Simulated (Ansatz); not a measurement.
`[NH2][Al]1[NH][SiH2]1` and `[F][Al]1[NH][SiH2]1` differ in one atom or group.

Ansatz, PBE0-D4/def2-TZVP geometries, multiplicity 1. Each molecule was computed in one conformer, which needn't be the lowest.

```
                                      property  `[NH2][Al]1[NH][SiH2]1`
           HOMO–LUMO gap (PBE/def2-TZVPP) / eV                     3.69
          HOMO–LUMO gap (PBE0/def2-TZVPP) / eV                     5.48
         LUMO energy (ωB97M-V/def2-TZVPP) / eV                     0.70
           HOMO energy (B3LYP/def2-TZVPP) / eV                    -6.20
         HOMO energy (ωB97M-V/def2-TZVPP) / eV                    -8.36
size of the dipole moment (PBE/def2-TZVPP) / D                     2.43
```

**Question.** Give the same properties after the change, and the shifts. (An estimate is asked.)

**Answer.** Ansatz gave: 
```tsv
property	`[F][Al]1[NH][SiH2]1`	shift
HOMO–LUMO gap (PBE/def2-TZVPP) / eV	3.54	-0.15
HOMO–LUMO gap (PBE0/def2-TZVPP) / eV	5.37	-0.11
LUMO energy (ωB97M-V/def2-TZVPP) / eV	0.14	-0.56
HOMO energy (B3LYP/def2-TZVPP) / eV	-6.75	-0.55
HOMO energy (ωB97M-V/def2-TZVPP) / eV	-8.90	-0.54
size of the dipole moment (PBE/def2-TZVPP) / D	1.07	-1.36
```

With PBE0 the HOMO falls by 0.54 eV and the LUMO falls by 0.66 eV, so the gap narrows by about 0.12 eV. PBE moves the HOMO by -0.52 eV and ωB97M-V by -0.54 eV. The zero-point energy changes by -60.0 kJ/mol with -6 modes. Dipoles are sizes alone; their direction can turn.

B3LYP here is the variant with VWN-RPA as its local correlation; programs differ in this.
